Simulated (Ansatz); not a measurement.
`O[SiH](I)[SiH2]F` → `O[SiH2]I` + `F[SiH]`  (silylene formation by 1,1-elimination)

Isolated molecules relaxed with PBE0-D4/def2-TZVP in Ansatz; ΔE leaves out vibrations. CBS: MP2 limit from def2 TZ/QZ plus the TZ coupled-cluster correction, frozen cores. This one scheme is used for every species. DFT in def2-TZVPP. B3LYP here is the variant with VWN-RPA as its local correlation; programs differ in this. def2 core potentials past Kr. For I outer-core shells are correlated without core-valence functions, which leaves a few kJ/mol of doubt a bond. Each species was taken in one conformer, which may not be the lowest.

`O[SiH](I)[SiH2]F`:

Cartesian coordinates in Å:
```
O -0.194 -1.491 -1.230
Si -0.382 0.079 -0.788
I 1.074 1.559 -2.094
Si 0.295 0.188 1.454
F 0.150 1.707 1.948
H -0.347 -1.732 -2.146
H -1.760 0.566 -1.054
H 1.717 -0.217 1.577
H -0.553 -0.659 2.332
```

`O[SiH2]I`:

```xyz
6

O     0.908   -0.445    0.897
Si   -0.401    0.034    0.043
I     0.211    1.621   -1.715
H     1.647   -0.828    0.421
H    -1.069   -1.093   -0.647
H    -1.296    0.712    1.001
```

`F[SiH]`:

Cartesian coordinates in Å:
```
F -0.087 -0.340 1.190
Si 0.520 -0.360 -0.303
H -0.433 0.700 -0.887
```

**Question.** Is it downhill or uphill in electronic energy at CCSD(T)/CBS, and by how much? (Estimate.)

**Answer.** Ansatz gave: Uphill: ΔE = +1.99 eV.

**Question.** What do these levels give: PBE-D4, r2SCAN-D4, B3LYP-D4, ωB97X-V, ωB97M-V, B2PLYP, PBE0, B3LYP, SCS-MP2/def2-TZVPP, CCSD/def2-TZVPP, MP2/def2-QZVPP, MP2/CBS(def2)? (An estimate is asked.)

**Answer.** Ansatz gave: PBE-D4 2.08, r2SCAN-D4 2.20, B3LYP-D4 1.95, ωB97X-V 2.08, ωB97M-V 1.85, B2PLYP 1.89, PBE0 2.08, B3LYP 1.78, SCS-MP2/def2-TZVPP 1.93, CCSD/def2-TZVPP 1.88, MP2/def2-QZVPP 2.09, MP2/CBS(def2) 2.12 eV.

Largest T1 diagnostic among the species: 0.015.

From PBE to PBE0 (25 % exact exchange), in def2-TZVPP and without D4, ΔE moves by +0.10 eV. In def2-TZVPP, CCSD(T) changes the Hartree–Fock value by +0.12 eV (the triples alone add +0.04 eV) and MP2 by +0.25 eV. The D4 term adds +0.17 eV with B3LYP and +0.09 eV with PBE0; it sums over pairs of atoms, weighted by their polarisabilities, and B3LYP, whose exchange is more repulsive, gets the larger term.
